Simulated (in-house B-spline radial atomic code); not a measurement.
Functionals against successive ionisation energies: Nb to Nb⁵⁺

Ionisation energies as differences of self-consistent total energies from an all-electron radial atomic-structure program (B-spline basis): all electrons, radial basis limit, scalar-relativistic (one-electron X2C), spin-polarised at highest spin, spherical densities; exact exchange is averaged over the determinants of each configuration. No spin-orbit coupling, Breit or QED terms. NIST's values run from ground level to ground level, so in open shells the differences also hold multiplet and fine-structure energies that spherical high-spin averages miss. Columns give computed minus NIST, in eV; a star marks a semi-empirical value. Species are left out where the tabulated value is theory, is uncertain by more than 0.12 eV, or (13 ions, such as In⁴⁺, Te⁴⁺ and Bi⁴⁺) lies off its series for all methods alike, which flatters the means a little.

| species | shell | NIST (eV) | SCAN | r2SCAN0 | AM05 | OLYP |
| --- | --- | --- | --- | --- | --- | --- |
| Nb | 5s | 6.76 | +0.65 | +0.22 | +0.44 | -0.01 |
| Nb³⁺ | 4d | 37.61 ± 0.02 | -0.34 | -0.29 | -0.15 | -0.01 |
| Nb⁴⁺ | 4d | 50.57 | -0.63 | -0.44 | -0.10 | +0.16 |
| Nb⁵⁺ | 4p | 102.07 ± 0.006* | +1.10 | +1.00 | +0.40 | +0.66 |

**Question.** How do the methods rank, and which species is hardest?

**Answer.** Mean absolute (signed) differences: OLYP 0.21 (+0.20) eV; AM05 0.27 (+0.15) eV; r2SCAN0 0.49 (+0.12) eV; SCAN 0.68 (+0.19) eV. For Nb⁵⁺, which loses a 4p electron, the nearest method is off by +0.40 eV, the largest such miss.
